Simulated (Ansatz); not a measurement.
One change: `CC[N](C)[Zr]([F])([F])[N](C)CC` becomes `CC[N](C)[Hf]([F])([F])[N](C)CC`.

Ansatz, PBE0-D4/def2-TZVP geometries, multiplicity 1. Each molecule was computed in one conformer, which needn't be the lowest.

Elements past krypton have def2 core potentials.

```tsv
property	`CC[N](C)[Zr]([F])([F])[N](C)CC`
LUMO energy (PBE/def2-TZVPP) / eV	-1.13
HOMO–LUMO gap (PBE/def2-TZVPP) / eV	4.07
HOMO–LUMO gap (ωB97M-V/def2-TZVPP) / eV	9.80
size of the dipole moment (ωB97M-V/def2-TZVPP) / D	2.84
LUMO energy (ωB97M-V/def2-TZVPP) / eV	1.06
HOMO energy (ωB97M-V/def2-TZVPP) / eV	-8.74
```

Problem. Give the same properties after the change, and the shifts. (An estimate is asked.)

Solution. The calculation gave: 
| property | `CC[N](C)[Hf]([F])([F])[N](C)CC` | shift |
| --- | --- | --- |
| LUMO energy (PBE/def2-TZVPP) / eV | -0.71 | 0.42 |
| HOMO–LUMO gap (PBE/def2-TZVPP) / eV | 4.45 | 0.38 |
| HOMO–LUMO gap (ωB97M-V/def2-TZVPP) / eV | 10.03 | 0.23 |
| size of the dipole moment (ωB97M-V/def2-TZVPP) / D | 2.67 | -0.17 |
| LUMO energy (ωB97M-V/def2-TZVPP) / eV | 1.30 | 0.24 |
| HOMO energy (ωB97M-V/def2-TZVPP) / eV | -8.73 | 0.01 |

Dipoles are sizes alone; their direction can turn.
